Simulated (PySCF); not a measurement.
## Gas-phase XPS of `ClCCOC1CC1`, computed

C5H9ClO.
Structure used (PBE0-D3(BJ)/def2-SVP), in Å, numbered top down from 1:
```
atom  x, y, z in Å
Cl1    4.004   -0.230   -0.041
C2     2.332    0.153    0.449
C3     1.536   -1.132    0.604
O4     0.226   -0.907    1.044
C5    -0.644   -0.440    0.072
C6    -1.932    0.120    0.557
C7    -0.905    1.034   -0.060
H8     2.373    0.701    1.400
H9     1.905    0.809   -0.320
H10    1.550   -1.686   -0.354
H11    2.022   -1.767    1.360
H12   -0.652   -1.043   -0.847
H13   -2.846   -0.107    0.004
H14   -2.048    0.166    1.642
H15   -0.362    1.696    0.621
H16   -1.090    1.448   -1.055
```

The calculation used delta-SCF UKS SCAN, pcX-2 on the ionised atom, pcseg-1 elsewhere, spin-free X2C (PySCF). Each binding energy is the total energy of the core-ionised species, with the hole localised on one atom, minus that of the ground state; both are solved self-consistently, so orbital relaxation is included.

Question: Give the core binding energies atom by atom.

Answer: 
| atom(s) | bonded to | level | binding energy (eV) | 2p1/2 (eV) | above the level's lowest (eV) | count |
| --- | --- | --- | --- | --- | --- | --- |
| Cl1 | C | Cl 2p3/2 | 206.00 | 207.65 | 0.00 | 1 |
| Cl1 | C | Cl 1s | 2828.59 | – | 0.00 | 1 |
| C2 | Cl, C and 2 H | C 1s | 292.25 | – | +1.42 | 1 |
| C3 | O, C and 2 H | C 1s | 292.43 | – | +1.60 | 1 |
| O4 | 2 C | O 1s | 538.65 | – | 0.00 | 1 |
| C5 | O, 2 C and H | C 1s | 292.24 | – | +1.41 | 1 |
| C6/C7 | 2 C and 2 H | C 1s | 290.83 | – | 0.00 | 2 |

Lowest listed C 1s: C6/C7, bonded to 2 C and 2 H. Highest, 1.60 eV above it: C3, bonded to O, C and 2 H. The widest gap between neighbouring values is 1.41 eV, between 290.83 and 292.24 eV. Summing the Pauling electronegativity differences to the bonded atoms, each weighted by its formal bond order, gives -0.70 for the lowest site and +0.19 for the highest; the largest sum, +0.54, belongs to C5, 0.19 eV below the top. The values 292.24 and 292.25 eV lie too close for their order to be trusted.

Question: Which photon energy gives electrons from C 1s of C2 a kinetic energy of 50 eV, and what is their de Broglie wavelength?

Answer: hν = 292.25 + 50 = 342.25 eV, recoil neglected; λ = 12.264 Å/√(E/eV) = 1.73 Å.

Question: What is the C 1s shift of C2 against C3?

Answer: 292.25 − 292.43 = -0.18 eV, or -17 kJ/mol.

One atom of each set of topologically equivalent atoms was ionised and stands for the set; in this conformer not all members are related by symmetry, and their own values weren't computed. The 2p values add to the ΔSCF energy of one spin-free hole a correction within the shell (spin–orbit coupling, ligand field). 2p1/2 minus 2p3/2 (ligand field included): Cl 1.65 eV. One conformer (not necessarily the lowest) at the PBE0-D3(BJ)/def2-SVP geometry, without solvent, vibrations or thermal averaging.
